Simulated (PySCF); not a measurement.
H₄PSi, SMILES P[SiH2], multiplicity 2. The structure is a stationary point at PBE-D3(BJ)/def2-TZVP. The isomer is the one that the SMILES or the coordinates give; other isomers of the formula were not compared.

Computed equilibrium geometry at PBE-D3(BJ)/def2-TZVP (PySCF confirms it by a frequency run) as bond lengths and angles, and its point group:
point group Cs.
Atoms: Si1 P2 H3 H4 H5 H6. Bond lengths (Å): Si1–P2 2.257, Si1–H3 1.503, Si1–H4 1.503, P2–H5 1.430, P2–H6 1.430. Angles (°): P2–Si1–H3 108.1, P2–Si1–H4 108.1, H3–Si1–H4 108.3, Si1–P2–H5 95.5, Si1–P2–H6 95.5, H5–P2–H6 93.9.
Charge 0, spin multiplicity 2.
